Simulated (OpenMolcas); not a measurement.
Rh4+ in a point-charge field

Rh4+ among 4 point charges of -2.5 e arranged as a tetrahedron (Td), 2.24 Å from the ion.

```yaml
Program: OpenMolcas
Method: "SS-CASPT2, IPEA 0.25 Eh, imaginary shift 0.1 Eh (closed shells correlated: 4s 4p)"
Basis: ANO-RCC-VDZP [6s5p3d1f]
Scalar_Hamiltonian: DKH2, point nucleus
Active_space: 5 electrons in 5 orbitals (4d)
State_averaging: 2S+1 = 6 even, 1 root; 2S+1 = 4 even, 24 roots; 2S+1 = 2 even, 75 roots
Spin-orbit_coupling: state interaction with AMFI integrals over the reference wave functions
```

The lowest spin-free states (labels of Td), above the lowest:

```
State  Degeneracy  E (cm-1)  Free-ion L (%)
  6A1           1         0         S (100)
  4T1           3     27650          G (91)
  4T2           3     28120         G (100)
   4E           2     28210         G (100)
  4A1           1     28280         G (100)
  4T1           3     32590          P (91)
  4T2           3     33370          D (99)
   4E           2     33480         D (100)
  2T2           3     40780          I (92)
  2T1           3     41020          I (96)
  2A2           1     41040          I (95)
  2T2           3     41200          I (98)
  2A1           1     41360         I (100)
   2E           2     41400          I (99)
  2T2           3     43600          D (66)
   2E           2     44370          D (93)
  4A2           1     45420         F (100)
  2T1           3     45830          F (93)
  4T1           3     45920         F (100)
  4T2           3     46110          F (98)
```

The lowest levels with spin-orbit coupling:

```json
{"E (cm-1)": "0", "Degeneracy": "4", "Label": "Γ8", "2S+1": "6", "g": ""}
{"E (cm-1)": "0", "Degeneracy": "2", "Label": "Γ7", "2S+1": "6", "g": "3.33 3.33 3.33"}
{"E (cm-1)": "27150", "Degeneracy": "4", "Label": "Γ8", "2S+1": "4", "g": ""}
{"E (cm-1)": "27540", "Degeneracy": "2", "Label": "Γ7", "2S+1": "4", "g": "2.20 2.20 2.20"}
{"E (cm-1)": "27560", "Degeneracy": "2", "Label": "Γ6", "2S+1": "4", "g": "1.42 1.42 1.42"}
{"E (cm-1)": "27590", "Degeneracy": "4", "Label": "Γ8", "2S+1": "4", "g": ""}
{"E (cm-1)": "27850", "Degeneracy": "2", "Label": "Γ7", "2S+1": "4", "g": "0.96 0.96 0.96"}
{"E (cm-1)": "28040", "Degeneracy": "4", "Label": "Γ8", "2S+1": "4", "g": ""}
{"E (cm-1)": "28040", "Degeneracy": "2", "Label": "Γ6", "2S+1": "4", "g": "0.92 0.92 0.92"}
{"E (cm-1)": "28100", "Degeneracy": "4", "Label": "Γ8", "2S+1": "4", "g": ""}
{"E (cm-1)": "28210", "Degeneracy": "2", "Label": "Γ7", "2S+1": "4", "g": "0.43 0.43 0.43"}
{"E (cm-1)": "28270", "Degeneracy": "2", "Label": "Γ6", "2S+1": "4", "g": "3.19 3.19 3.19"}
{"E (cm-1)": "28280", "Degeneracy": "4", "Label": "Γ8", "2S+1": "4", "g": ""}
{"E (cm-1)": "28400", "Degeneracy": "4", "Label": "Γ8", "2S+1": "4", "g": ""}
{"E (cm-1)": "30420", "Degeneracy": "2", "Label": "Γ7", "2S+1": "4", "g": "2.34 2.34 2.34"}
{"E (cm-1)": "30570", "Degeneracy": "4", "Label": "Γ8", "2S+1": "4", "g": ""}
{"E (cm-1)": "31040", "Degeneracy": "4", "Label": "Γ8", "2S+1": "4", "g": ""}
{"E (cm-1)": "31980", "Degeneracy": "2", "Label": "Γ6", "2S+1": "4", "g": "1.90 1.90 1.90"}
{"E (cm-1)": "32940", "Degeneracy": "2", "Label": "Γ7", "2S+1": "4", "g": "4.24 4.24 4.24"}
{"E (cm-1)": "33340", "Degeneracy": "4", "Label": "Γ8", "2S+1": "4", "g": ""}
```

Powder χT (cm3 K/mol): 4.36 at 2 K, 4.36 at 10 K, 4.36 at 50 K, 4.36 at 100 K, 4.36 at 200 K, 4.36 at 300 K. The effective moment at 300 K is 2.828 √(χT) = 5.91 μB.

The lowest level has 2S+1 = 6, for which the spin-only value is χT = S(S+1) / 2 = 4.375 cm3 K/mol (g = 2). The computed 4.364 at 300 K differs by -0.011, through a little spin-orbit mixing out of the ground term, against the free-electron g of 2.0023, which raises it.

Roots that are degenerate in the reference are averaged as groups; the widest CASPT2 spread within a group is 130 cm-1 (the 3-fold group of multiplicity 2 near 41200 cm-1 above the lowest state of its run). Shifts and gaps below about the spread of the groups concerned are not significant. Point charges give a weaker field than real ligands, and real ions of this kind are as a rule low spin; the high spin found here belongs to the model. Free-ion shares, where given, are those of the reference states; single-state CASPT2 does not remix them. Point charges carry no covalency, so the field is a model and not that of real ligands. No measured value stands beside these numbers.
